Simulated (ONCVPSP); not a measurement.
**N: excitation energies, all-electron against ONCV**

N, optimised norm-conserving Vanderbilt (ONCV), made with ONCVPSP 4.0.1 (PBE, scalar-relativistic). Core [He], reference 2s2 2p3. Waves: 2s: rc 1.10 bohr, ncon 4, nbas 7, qcut 7.2 1/bohr, 2 projectors, debl 2.8 Ha; 2p: rc 1.60 bohr, ncon 4, nbas 8, qcut 8.7 1/bohr, 3 projectors, debl 1.8 Ha; d scattering state at 0.23 Ha: rc 1.50 bohr, ncon 4, nbas 9, qcut 6.4 1/bohr, 1 projector. Local part: polynomial inside 0.85 bohr (lpopt 5, dvloc0 4 Ha). Core correction: none.

Energies are relative to the spin-unpolarised reference configuration 2s2 2p3; without spin polarisation the order of configurations can differ from experiment.

| valence configuration | charge | ΔE all-electron (eV) | error AE − PS (meV) |
| --- | --- | --- | --- |
| 2s2 2p2 | +1 | 13.591 | +18 |
| 2s0 2p5 | 0 | 23.041 | +24 |

What are ΔE and the potential's error for 2s2 2p0?

ΔE = 89.527 eV all-electron; the error (AE − PS) is +751 meV.

What are ΔE and the potential's error for 2s2 2p1?

ΔE = 42.445 eV all-electron; the error (AE − PS) is +170 meV.

Levels in the configuration 2s2 2p2:

```csv
level,all-electron (eV),pseudo (eV)
2s,-32.462,-32.458
2p,-20.688,-20.633
```
